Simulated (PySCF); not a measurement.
**Electronic structure of Mo (molybdenum, neutral) at the UHF level**

Configuration: [Kr] 4d4 5s1 5p1, one real determinant (an excited configuration). Calculation: PySCF 2.14, in def2-QZVPPD with the def2 core potential (28 electrons) (7s5p4d3f2g, 81 functions); scalar relativity through the core potential.

| Property | Result |
| --- | --- |
| Total energy | -67.462929 hartree |
| One-electron energy | -114.8201 hartree |
| Hartree (Coulomb) energy | 54.6459 hartree |
| Exchange energy | -7.2888 hartree |
| ⟨S²⟩ | 12.0028 |
| ⟨L²⟩ | 7.050 |
| Sum of ⟨r⟩ | 24.69 bohr |
| Sum of ⟨r²⟩ | 63.62 bohr² |
| Traceless quadrupole moment −½Σ⟨3z² − r²⟩ along its main axis | -11.4 e·bohr² |

```
shell  electrons  mean orbital energy (eV)  spread (eV)  rms radius, mean of both spins (bohr)
 4s α          1                   -86.854            0                                   1.19
 4s β          1                   -80.919            0                                   1.19
 4p α          3                   -56.189        1.165                                   1.33
 4p β          3                   -48.485        0.865                                   1.33
 4d α          4                   -12.783        0.579                                   1.98
 5s α          1                    -9.322            0                                   3.49
 5p α          1                    -4.858            0                                   4.73
```

⟨L²⟩ = 7.05 against 12 for a pure F term, so this real determinant mixes terms. Energies and moments cover only the electrons outside the core potential.
